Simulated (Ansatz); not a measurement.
Cl2Hg (SMILES [Cl][Hg][Cl]) moved off its minimum; all values from Ansatz (a first-principles code), cores frozen in correlated methods. Elements past Kr take the def2 small-core potentials, without spin–orbit coupling.
(charge 0, multiplicity 1)
```xyz
3

Hg    -0.03327     0.02948    -0.08022
Cl    -0.03770     0.02569    -2.42835
Cl     0.04272     0.01694     2.31626
```

Problem. Give the forces (eV/Å), the total energy and the dipole at CCSD(T)/def2-TZVPPD.

Solution. 
```json
[
 {"atom": "Hg1", "Fx": "0.099", "Fy": "-0.022", "Fz": "0.488"},
 {"atom": "Cl2", "Fx": "-0.023", "Fy": "0.008", "Fz": "1.109"},
 {"atom": "Cl3", "Fx": "-0.076", "Fy": "0.014", "Fz": "-1.597"}
]
```
Energy -1072.4534 hartree, dipole 0.22 D.
